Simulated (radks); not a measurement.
Valence configurations of O I (all share [He]). Calculated with a radial shooting solver on a logarithmic mesh with Libxc functionals: scalar-relativistic Kohn-Sham, r2SCAN, spin-polarised, spherical densities, finite nucleus; open shells are filled with parallel spins first; meta-GGA in the generalised Kohn-Sham scheme; Fermi nuclear charge, rms radius 2.6991 fm. Energies are relative to 2s2 2p4; eigenvalues in eV for spin up.

| valence | E (eV) | moment (Bohr magnetons) | e(2p) | e(2s) |
|---|---|---|---|---|
| 2s2 2p4 | 0.000 | 2 | -10.955 | -26.982 |
| 2s1 2p5 | 15.738 | 2 | -11.798 | -28.009 |
| 2s1.5 2p4.5 | 7.942 | 2 | -11.361 | -27.478 |
| 2s0.5 2p5.5 | 25.488 | 1 | -11.070 | -27.190 |
| 2p6 | 34.068 | 0 | -10.234 | - |

NIST lists [He] 2s2 2p4 as the ground configuration; this level of theory agrees among the configurations tried. The energies are those of spherical high-spin densities, not of single terms.
